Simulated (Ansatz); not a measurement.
B(NH2tBu)Cl3 (C4H11BCl3N), relaxed as a singlet with RKS PBE-D4/def2-SVP in Ansatz, starting from the GFN2-xTB geometry. Force threshold 0.03 eV/Å.

Start:

Cartesian coordinates in Å:
```
B 1.6778 1.5632 0.2585
N 0.5784 0.4416 0.7700
C -0.3855 -0.3582 -0.0658
C -1.1743 -1.2257 0.9170
C -1.3252 0.5814 -0.8078
C 0.3876 -1.2379 -1.0383
H 1.1520 -0.2235 1.2951
H 0.0277 0.9562 1.4622
H -0.5148 -1.8928 1.4685
H -1.8920 -1.8377 0.3784
H -1.7257 -0.6123 1.6270
H -1.8165 1.2661 -0.1213
H -0.7837 1.1680 -1.5421
H -2.0874 0.0025 -1.3217
H 0.9280 -0.6338 -1.7589
H 1.1049 -1.8642 -0.5138
H -0.3034 -1.8815 -1.5753
Cl 2.4386 2.0548 1.8917
Cl 0.8123 2.9620 -0.5037
Cl 2.9013 0.7717 -0.8196
```

```
step  energy (eV)  largest force component (eV/Å)  SCF passes
   1  -44026.1539                           0.662          19
   2  -44026.2485                           0.266          19
   3  -44026.2553                           0.244          20
   4  -44026.2621                           0.099          20
   5  -44026.2629                           0.017          20
```

Force components are those of the run's own axes.

End:

```xyz
20

B     1.698    1.585    0.285
N     0.595    0.458    0.762
C    -0.387   -0.360   -0.080
C    -1.173   -1.219    0.925
C    -1.337    0.578   -0.830
C     0.384   -1.259   -1.052
H     1.168   -0.205    1.312
H     0.047    0.967    1.478
H    -0.503   -1.899    1.492
H    -1.910   -1.848    0.390
H    -1.732   -0.590    1.649
H    -1.860    1.270   -0.139
H    -0.801    1.191   -1.577
H    -2.103   -0.031   -1.349
H     0.939   -0.667   -1.801
H     1.113   -1.904   -0.522
H    -0.337   -1.917   -1.576
Cl    2.453    2.027    1.930
Cl    0.819    3.015   -0.461
Cl    2.927    0.807   -0.835
```

By distances, no bond broke or formed. The bond that changes most is N2–C3, from 1.51 to 1.53 Å (atoms count from 1).

No frequencies were taken in this run, so the end may be a saddle point.

It took 16 s on 2 threads of AMD EPYC 7R13 on a shared host and a share (18 GiB) of an NVIDIA H100 80GB HBM3, peak host memory 0.87 GiB.
